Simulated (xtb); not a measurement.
BiI₃, triplet, at a GFN2-xTB geometry (such geometries of metal compounds can be far from the true shape) (a higher spin typed on purpose: for a closed-shell molecule this is an excited state); GFN1-xTB run with xtb.

The xtb input:
```
$ xtb mol.xyz --gfn 1 --uhf 2 --acc 0.0001 --json

# file mol.xyz
4

Bi    -0.19221900    -0.15333299    -0.01028998
I      0.91037393    -2.89185738     0.04799698
I      2.00172748     1.59677686     0.10715770
I     -2.61107920     1.53520576    -0.13904017
```

What the program printed (banner, timings and long lists left out):

```
   ID    Z sym.   atoms
    1   83 Bi     1
    2   53 I      2-4

           -------------------------------------------------
          |                Calculation Setup                |
           -------------------------------------------------

           -------------------------------------------------
          |                 G F N 1 - x T B                 |
           -------------------------------------------------

          ...................................................
          :                      SETUP                      :
          :.................................................:
          :  # basis functions                  34          :
          :  # atomic orbitals                  31          :
          :  # shells                           11          :
          :  # electrons                        26          :
          :  # halogen bonds                     0          :
          :  max. iterations                   250          :
          :  Hamiltonian                  GFN1-xTB          :
          :  restarted?                      false          :
          :  GBSA solvation                  false          :
          :  PC potential                    false          :
          :  electronic temp.          300.0000000     K    :
          :  accuracy                    0.0001000          :
          :  -> integral cutoff          0.6500000E+02      :
          :  -> integral neglect         0.1000000E-11      :
          :  -> SCF convergence          0.1000000E-09 Eh   :
          :  -> wf. convergence          0.2000000E-08 e    :
          :  Broyden damping             0.4000000          :
          :  net charge                          0          :
          :  unpaired electrons                  2          :
          ...................................................

 iter      E             dE          RMSdq      gap      omega  full diag
   1    -13.9476371 -0.139476E+02  0.452E+00    3.39       0.0  T
   2    -14.0199707 -0.723336E-01  0.562E+00    2.41       1.0  T
   3    -14.0710148 -0.510441E-01  0.313E+00    2.77       1.0  T
   4    -14.0814481 -0.104333E-01  0.116E+00    2.91       1.0  T
   5    -14.0800229  0.142520E-02  0.104E+00    3.10       1.0  T
   6    -14.0834373 -0.341437E-02  0.104E-01    3.01       1.0  T
   7    -14.0834314  0.589114E-05  0.982E-02    3.01       1.0  T
   8    -14.0834644 -0.329773E-04  0.359E-03    3.00      13.9  T
   9    -14.0834644 -0.140848E-07  0.159E-03    3.00      31.4  T
  10    -14.0834644 -0.775801E-08  0.434E-04    3.00     115.3  T
  11    -14.0834644 -0.637623E-09  0.171E-05    3.00    2929.6  T
  12    -14.0834644 -0.955680E-12  0.339E-06    3.00   14761.2  T
  13    -14.0834644 -0.532907E-13  0.321E-07    3.00  100000.0  T
  14    -14.0834644  0.177636E-14  0.435E-08    3.00  100000.0  T
  15    -14.0834644 -0.888178E-14  0.271E-11    3.00  100000.0  T
  16    -14.0834644  0.532907E-14  0.109E-11    3.00  100000.0  T

   *** convergence criteria satisfied after 16 iterations ***

 transition dipole moment (au) for excitation:          13          14
     X       Y       Z
   0.0005   0.0000  -0.0084  total (au/Debye):    0.008   0.021
 dE (eV)             :    1.593
 oscillator strength :  0.39368E-05

         :::::::::::::::::::::::::::::::::::::::::::::::::::::
         ::                     SUMMARY                     ::
         :::::::::::::::::::::::::::::::::::::::::::::::::::::
         :: total energy             -14.078945405196 Eh    ::
         :: gradient norm              0.009231858507 Eh/a0 ::
         :: HOMO-LUMO gap              2.998539567165 eV    ::
         ::.................................................::
         :: SCC energy               -14.083464387689 Eh    ::
         :: -> electrostatic           0.025484777102 Eh    ::
         :: repulsion energy           0.007295579340 Eh    ::
         :: dispersion energy         -0.002776596848 Eh    ::
         :: halogen bond corr.         0.000000000000 Eh    ::
         :: add. restraining           0.000000000000 Eh    ::
         :: total charge               0.000000000003 e     ::
         :::::::::::::::::::::::::::::::::::::::::::::::::::::

           -------------------------------------------------
          |                Property Printout                |
           -------------------------------------------------

    * Orbital Energies and Occupations

         #    Occupation            Energy/Eh            Energy/eV
      -------------------------------------------------------------
         1        2.0000           -0.8430349             -22.9401
         2        2.0000           -0.8385271             -22.8175
         3        2.0000           -0.8378662             -22.7995
         4        2.0000           -0.8073589             -21.9694
         5        2.0000           -0.4340958             -11.8123
         6        2.0000           -0.4281831             -11.6515
         7        2.0000           -0.3987069             -10.8494
         8        2.0000           -0.3869157             -10.5285
         9        2.0000           -0.3848905             -10.4734
        10        2.0000           -0.3835098             -10.4358
        11        2.0000           -0.3825555             -10.4099
        12        2.0000           -0.3824682             -10.4075
        13        1.0000           -0.3533239              -9.6144
        14        1.0000           -0.2947686              -8.0211 (HOMO)
        15                         -0.1845743              -5.0225 (LUMO)
        16                         -0.1714183              -4.6645
        17                         -0.0431591              -1.1744
        18                         -0.0427102              -1.1622
        19                         -0.0423047              -1.1512
        20                         -0.0383767              -1.0443
        21                         -0.0366301              -0.9968
        22                         -0.0366126              -0.9963
        23                         -0.0360847              -0.9819
        24                         -0.0347793              -0.9464
        25                         -0.0343338              -0.9343
       ...                                ...                  ...
        31                          0.1965714               5.3490
      -------------------------------------------------------------
                  HL-Gap            0.1101943 Eh            2.9985 eV
             Fermi-level           -0.3035825 Eh           -8.2609 eV

  Mulliken/CM5 charges         n(s)   n(p)   n(d)
     1Bi    0.50938  0.49712   2.039  2.452  0.000
     2I    -0.17315 -0.16957   2.000  5.178 -0.005
     3I    -0.16307 -0.15797   1.999  5.171 -0.007
     4I    -0.17315 -0.16957   2.000  5.178 -0.005

Wiberg/Mayer (AO) data.
largest (>0.10) Wiberg bond orders for each atom

 ---------------------------------------------------------------------------
     #   Z sym  total        # sym  WBO       # sym  WBO       # sym  WBO
 ---------------------------------------------------------------------------
     1  83 Bi   2.016 --     3 I    0.867     2 I    0.574     4 I    0.574
     2  53 I    0.687 --     1 Bi   0.574     3 I    0.112
     3  53 I    1.092 --     1 Bi   0.867     4 I    0.112     2 I    0.112
     4  53 I    0.687 --     1 Bi   0.574     3 I    0.112
 ---------------------------------------------------------------------------

Topologies differ in total number of bonds
Writing topology from bond orders to xtbtopo.mol

 dipole moment from electron density (au)
     X       Y       Z
  -0.3783  -0.3018  -0.0203  total (Debye):    1.231

           -------------------------------------------------
          | TOTAL ENERGY              -14.078945405196 Eh   |
          | GRADIENT NORM               0.009231858507 Eh/α |
          | HOMO-LUMO GAP               2.998539567165 eV   |
           -------------------------------------------------

normal termination of xtb
```
